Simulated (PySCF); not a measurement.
# Ionisation energy of Ag by level of theory

Ag [Kr] 4d10 5s1 (2S) → Ag⁺ [Kr] 4d10 (1S), as a difference of total energies. Calculation: PySCF 2.14, in def2-TZVP with the def2 core potential (28 electrons) (6s4p3d1f, 40 functions); a scalar-relativistic core potential. Correlated levels: valence: 4s2 4p6 frozen. The calculations carry no spin-orbit coupling.

| method | ionisation energy (eV) |
| --- | --- |
| UHF | 6.359 |
| M06-2X | 7.446 |
| TPSS | 7.760 |
| MP2 (valence) | 7.060 |
| SCS-MP2 (valence) | 6.945 |
| CCSD (valence) | 7.003 |
| CCSD(T) (valence) | 7.052 |

Errors of the correlated levels include the incompleteness of this basis and the frozen core.

Q: Which method comes closest to the reference value, and which is furthest?

A: The reference is 7.576 eV (measured; NIST Atomic Spectra Database, ionization energies). Closest: M06-2X (error -0.130 eV); furthest: UHF (error -1.217 eV).
